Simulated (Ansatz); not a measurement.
A structure relaxed at PBE-D4/def2-SVP in Ansatz, charge -1, singlet:

Cartesian coordinates in Å:
```
As 2.325 0.678 3.906
Si 1.755 3.218 0.318
Si -1.358 2.012 3.499
Si -0.744 -1.763 3.730
Si 1.167 -0.257 0.764
Si -0.739 -3.998 0.687
Si -2.400 -0.524 0.654
Si 1.194 -2.931 -2.379
Si -0.566 3.042 -0.089
Si 1.273 3.469 -3.265
Si -0.677 0.235 -2.684
Si 3.095 0.376 -2.272
Si -2.704 -2.926 -2.359
Si 0.002 0.346 4.450
Si 2.848 2.650 -1.704
Si -1.985 1.727 1.244
Si -0.545 -1.761 1.386
Si 1.149 -0.725 -1.558
Si -0.754 -4.053 -1.665
Si -2.611 -0.669 -1.691
Si -0.723 2.564 -2.397
H 2.723 0.485 5.400
H 2.556 -0.822 3.643
H 2.306 2.659 1.598
H 1.990 4.725 0.365
H -0.713 3.373 3.666
H -2.627 2.048 4.330
H 0.135 -2.818 4.368
H -2.153 -2.018 4.222
H 2.397 -1.145 1.018
H 0.443 -4.797 1.192
H -1.980 -4.686 1.220
H -3.725 -0.915 1.277
H 2.384 -3.691 -1.834
H 1.292 -3.001 -3.890
H -1.117 4.452 0.058
H 1.227 4.981 -3.282
H 1.563 3.011 -4.675
H -0.676 -0.099 -4.162
H 4.300 -0.210 -1.571
H 3.380 0.308 -3.759
H -3.913 -3.625 -1.773
H -2.851 -3.003 -3.864
H -0.144 0.493 5.953
H 4.156 3.406 -1.819
H -3.319 2.448 1.115
H -0.805 -5.474 -2.194
H -3.860 0.045 -2.168
H -1.971 3.161 -3.010
```

Give its formula.

Si₂₀AsH₂₈⁻.

Summarise the bond lengths by kind (pairs closer than 1.2 times the sum of covalent radii, bridged metal pairs left out).

26 × Si–Si 2.35 to 2.37 Å; 1 × As–Si 2.41 Å; 26 × H–Si 1.50 to 1.54 Å; 2 × As–H 1.54 to 1.56 Å.

Single mean-field runs in def2-SVP are fitted with def2-universal-jkfit.
